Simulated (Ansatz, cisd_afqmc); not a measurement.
Species: B, charge 0, doublet.

Total energies in cc-pVDZ, 3 correlated electrons, 1 frozen orbitals. Radicals and triplets start from unrestricted determinants; spin-orbit coupling is neglected. Cores are frozen in correlated methods. No relativity. The Monte Carlo rows (phaseless AFQMC, CISD trial, step 0.005/hartree) carry one-sigma bars that omit the constraint's bias. Outlying blocks are dropped, and bars are widened where a walk drifts. Over all cases where full CI ran beside it in this data, AFQMC minus full CI had a median of +0.1 mEh and passed +0.4 mEh in a tenth of the cases. Full CI freezes restricted core orbitals and the other rows unrestricted ones, which leaves a small offset even where coupled cluster is exact.

```json
[
 {"method": "HF", "program": "Ansatz", "energy (Eh)": "-24.52996", "error against FCI (mEh)": "59.80"},
 {"method": "MP2", "program": "Ansatz", "energy (Eh)": "-24.56647", "error against FCI (mEh)": "23.29"},
 {"method": "CCSD", "program": "Ansatz", "energy (Eh)": "-24.58860", "error against FCI (mEh)": "1.15"},
 {"method": "CCSD(T)", "program": "Ansatz", "energy (Eh)": "-24.58941", "error against FCI (mEh)": "0.35"},
 {"method": "CCSDT", "program": "Ansatz", "energy (Eh)": "-24.58977", "error against FCI (mEh)": "-0.02"},
 {"method": "AFQMC/CISD", "program": "cisd_afqmc", "energy (Eh)": "-24.5897 ± 0.0001", "error against FCI (mEh)": "0.1 ± 0.1"},
 {"method": "FCI", "program": "Ansatz", "energy (Eh)": "-24.58976", "error against FCI (mEh)": "0.00"}
]
```

Ansatz is an electronic-structure program.
